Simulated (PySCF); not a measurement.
**Dipole response of Cu²⁺ (copper, charge +2)**

[Ar] 3d9, 2D determinant. All numbers are calculated (PySCF 2.14, scalar relativity through the core potential, in aug-cc-pwCVTZ-PP with ECP10MDF). Coupled (time-dependent) response in atomic units; α is the mean over directions.

```json
{"method": "MN15", "mean α (bohr³)": "2.584", "α xx, yy, zz": "2.500, 2.500, 2.752", "C₆ (like pair)": "6.776", "S(−4)": "3.145"}
```

S(−4) is the Cauchy moment in α(ω) = α(0) + S(−4) ω² + …

α(iu) at MN15:

```csv
u (hartree),α(iu) (bohr³)
0,2.584
0.0500,2.576
0.100,2.553
0.200,2.469
0.300,2.349
0.500,2.075
0.750,1.765
1.00,1.519
1.50,1.161
2.00,0.9148
3.00,0.6069
5.00,0.3236
```

A single London oscillator, α(iu) = α/(1 + u²/ω²), gives C₆ = (3/4) ω α². Matching the computed C₆ needs ω = 4 × 6.776 / (3 × 2.584²) = 1.35 hartree.

For an ion, C₆ is the dispersion term alone; charge-induced terms of lower order in 1/R come first.

The components differ because the open shell of this determinant is not spherical; for a pure term their mean is the scalar polarisability.

Energies and moments cover only the electrons outside the core potential.
